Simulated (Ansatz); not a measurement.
AlFH4OSi2 (`O[Si]1(F)[AlH][SiH2]1`), relaxed with RKS PBE0-D4/def2-TZVP in the Gaussian-basis code of Ansatz from a PBE-D4/def2-SVP geometry. The force threshold is 0.005 eV/Å; the program also tests the step.

The species carries charge 0 and has multiplicity 1.

Start:

```xyz
9

O    -0.250    2.298    0.393
Si   -0.456    0.640    0.526
F    -1.311    0.416    1.922
Al   -0.506   -0.633   -1.555
Si    1.340   -0.744   -0.055
H    -0.272    2.778    1.240
H    -1.219   -1.375   -2.787
H     2.535   -1.564    0.420
H     0.139   -1.815   -0.104
```

**Question.** By how much does the energy fall, and how many steps does the optimiser take? (An estimate is asked.)

**Answer.** Computed: 0.07 eV, in 10 steps.

**Question.** Which bonds change most? (An estimate is asked.)

**Answer.** Computed: Si2–F3 from 1.653 to 1.610 Å; O1–Si2 from 1.676 to 1.641 Å; Si2–Si5 from 2.340 to 2.308 Å; Al4–Si5 from 2.381 to 2.356 Å.

**Question.** Give the relaxed structure. (Best estimate.)

**Answer.** Ansatz gave: 
```xyz
9

O    -0.225    2.256    0.412
Si   -0.443    0.633    0.522
F    -1.283    0.418    1.878
Al   -0.515   -0.643   -1.537
Si    1.316   -0.745   -0.058
H    -0.282    2.759    1.228
H    -1.211   -1.356   -2.774
H     2.511   -1.519    0.423
H     0.133   -1.804   -0.095
```
